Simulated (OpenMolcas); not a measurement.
Tm2+ among 6 point charges of -0.5 e arranged as a trigonal antiprism (D3d), with a polar angle of 52.0° against the regular 54.74°.

```yaml
Program: OpenMolcas
Method: "SS-CASPT2, IPEA 0.25 Eh, imaginary shift 0.1 Eh (closed shells correlated: 5s 5p)"
Basis: ANO-RCC-VDZP [7s6p4d2f1g]
Scalar_Hamiltonian: DKH2, point nucleus
Active_space: 13 electrons in 7 orbitals (4f)
State_averaging: 2S+1 = 2 odd, 7 roots
Spin-orbit_coupling: state interaction with AMFI integrals over the reference wave functions
```

All point charges move together. At R = 2.32 Å the width of the lowest J multiplet is 301 cm-1, and at R = 2.69 Å it is 174 cm-1.

Problem. A third run gives 227 cm-1. What distance was it run at?

Solution. With a power law R^-n the two known points give n = -ln(174 / 301) / ln(2.69 / 2.32) = 3.70. Then R = 2.32 × (301 / 227)^(1/3.70) = 2.504 Å. The run was at 2.5 Å, so the estimate is off by +0.004 Å.

Point charges carry no covalency, so the field is a model and not that of real ligands. No measured value stands beside these numbers.
